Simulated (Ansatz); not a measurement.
AlGeH₇Si, SMILES `[AlH2][SiH2][GeH3]`. Charge 0, multiplicity 1. Correlated methods include outer-core shells of Ge, which these sets cover unevenly. Scalar relativity is left out up to krypton.

Cartesian coordinates in Å:
```
Al -0.836 1.301 1.620
Si -0.265 0.704 -0.681
Ge 0.793 -1.436 -0.713
H -2.231 0.862 2.237
H 0.213 2.072 2.530
H 0.686 1.669 -1.307
H -1.463 0.611 -1.565
H 1.180 -1.859 -2.140
H 2.070 -1.416 0.148
H -0.147 -2.508 -0.129
```

Q: Give the diagnostics of a CCSD(T)/def2-TZVPP run (frozen core, Ansatz). (An estimate is asked.)

A: Computed: T1 = 0.0125, largest single amplitude 0.019, largest double 0.027, (T) share of the correlation energy 3.2 %, 9 CCSD cycles. The RHF solution is stable towards an unrestricted one. T1 lies under the customary mark of 0.02 for closed shells.
